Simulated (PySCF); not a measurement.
Species: (BeO)4 ring, Be₄O₄.
Geometry (PBE0-D3(BJ)/def2-SVP, Å), atoms numbered from 1 in this order:
```
atom  x, y, z in Å
Be1    0.9841   -0.9602    1.0162
O2    -0.3260   -1.5188    1.2675
Be3   -1.3783   -0.8723    0.5151
O4    -1.9545    0.0722   -0.4160
Be5   -0.9841    0.9602   -1.0162
O6     0.3260    1.5188   -1.2675
Be7    1.3783    0.8722   -0.5151
O8     1.9545   -0.0722    0.4160
```

Level of theory: delta-SCF UKS SCAN, pcX-2 on the ionised atom, pcseg-1 elsewhere, spin-free X2C (PySCF 2.14.0). Every row has its own mixed basis.

| ionised atom | basis functions | E(ground) (Eh) | binding energy (eV) |
| --- | --- | --- | --- |
| Be1 | 110 | -360.34749 | 120.840 |
| O2 | 123 | -360.38159 | 537.218 |

Q: Fill in the total energy of each core-ionised state.

A: With binding energy = E(ionised) − E(ground) and 27.2114 eV a hartree:

```csv
atom,binding energy (Eh),E(ionised) (Eh)
Be1,4.4408,-355.9067
O2,19.7424,-340.6392
```

Q: How much do the ground-state energies differ, and what would follow from using one of them for all holes?

A: They run from -360.3816 Eh (core basis on O2) to -360.3475 Eh (on Be1), 0.0341 Eh or 0.93 eV apart, though the state is the same; only basis and grid differ. Pairing the ion of Be1 with the ground state of O2 would put its binding energy 0.93 eV too high.

Only 1s holes are shown. The first atom of each set that the bonding makes equivalent was ionised and stands for the set. One conformer (not necessarily the lowest) at the PBE0-D3(BJ)/def2-SVP geometry, without solvent, vibrations or thermal averaging.

Time: 6.3 s wall. Hardware: one thread of an x86-64 server, no GPU (shared host).
